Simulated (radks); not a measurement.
Spherical quantum dot in the effective-mass picture: electrons in a hard-walled sphere of radius 3.84, all in effective atomic units (hartree* = m*/eps^2 hartree, bohr* = eps/m* bohr), one dielectric constant everywhere. Calculated with a radial shooting solver with Libxc functionals: non-relativistic Kohn-Sham, exchange-only LDA, spin-polarised, spherical densities. Levels are named by radial order and angular momentum (1s, 1p, 1d, 2s, ...), and open shells are averaged over m. Results are scaled to m* = 0.043 and eps = 17.2, for which hartree* = 3.955 meV and bohr* = 21.17 nm.

N = 22, configuration 1s2 1p6 1d10 1f(up 4, down 0). This is the lowest configuration that the search found. Occupied and some empty levels:

| level | occupation | eigenvalue (meV) | <r> (nm) |
|---|---|---|---|
| 1s up | 1 | 30.157 | 54.91 |
| 1s down | 1 | 30.377 | 54.52 |
| 1p up | 3 | 30.853 | 57.02 |
| 1p down | 3 | 31.088 | 56.81 |
| 1d up | 5 | 32.058 | 58.81 |
| 1d down | 5 | 32.303 | 58.70 |
| 1f up | 4 | 33.707 | 60.32 |
| 1f down | 0 | 33.960 | 60.26 |
| 2s up | 0 | 34.950 | 36.34 |
| 2s down | 0 | 35.028 | 36.35 |
| 1g up | 0 | 35.764 | 61.60 |
| 1g down | 0 | 36.021 | 61.57 |
| 2p up | 0 | 37.267 | 42.52 |
| 2p down | 0 | 37.378 | 42.45 |
| 2d up | 0 | 40.017 | 46.43 |
| 2d down | 0 | 40.154 | 46.35 |

Energy (meV): total 392.687, kinetic 104.15, external 0, Hartree 321.18, exchange-correlation -32.646.

Electron density:

| r (nm) | n(r) (e/nm^3) |
|---|---|
| 4.39 | 5.494e-07 |
| 10.5 | 7.394e-07 |
| 16.5 | 1.179e-06 |
| 22.6 | 2.040e-06 |
| 28.6 | 3.566e-06 |
| 34.7 | 6.040e-06 |
| 40.8 | 9.575e-06 |
| 46.8 | 0.00001387 |
| 52.9 | 0.00001770 |
| 59.0 | 0.00001893 |
| 65.0 | 0.00001552 |
| 71.1 | 8.134e-06 |
| 77.2 | 1.490e-06 |
